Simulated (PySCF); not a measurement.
Species: C3H5FO2Si.
Atom-mapped SMILES: `[OH:1][SiH2:2][O:3][C:4]1=[CH:5][C@@H:6]1[F:7]`

Cartesian coordinates in Å at the GFN2-xTB level; atoms count from 1:
```xyz
12
C3H5FO2Si angstrom
O      2.9402   -0.4440   -0.5145
Si     1.6854    0.4293   -0.0022
O      0.4213   -0.6431   -0.0921
C     -0.8160   -0.4767    0.2786
C     -2.0785   -0.8217    0.2634
C     -1.7208    0.3712    1.0786
F     -2.0302    1.6377    0.5859
H      2.8964   -1.3934   -0.6008
H      1.4685    1.5109   -0.9470
H      1.8603    0.8366    1.3869
H     -2.8716   -1.4288   -0.0944
H     -1.7537    0.4213    2.1610
```

Definitions: NICS(0) = −σiso at the ring centroid; NICS(1) = −σiso and NICS(1)zz = −σzz at ±1 Å along the ring normal z. Level: GIAO PBE0/pcSseg-1 (PySCF, non-relativistic, gas phase) on the GFN2-xTB geometry, one conformer.

Ring bond lengths (Å), with Mayer bond orders in brackets: C4–C5 1.309 (1.63), C5–C6 1.489 (0.92), C6–C4 1.476 (1.01).

Task: Give the NICS values of each ring in ppm.

Result: 
| ring | type | NICS(0) | NICS(1), two faces | NICS(1)zz, two faces | rms pucker (Å) | centre to ring atoms, mean (Å) |
| --- | --- | --- | --- | --- | --- | --- |
| C4–C5–C6 | 3-membered carbocycle; formal bonds 1 double, 2 single | -31.3 | -6.3 / -10.2 | -9.2 / -18.9 | 0.00 | 0.82 |

Task: What can be read from them?

Result: 
- C4–C5–C6: mean NICS(1)zz -14.1 ppm, shielded. C6 has four or more neighbours, so the value isn't read as a sign of a π ring current. The two faces differ by 9.7 ppm, so no symmetry operation interchanges them. NICS(0) lies 23 ppm below the mean NICS(1).
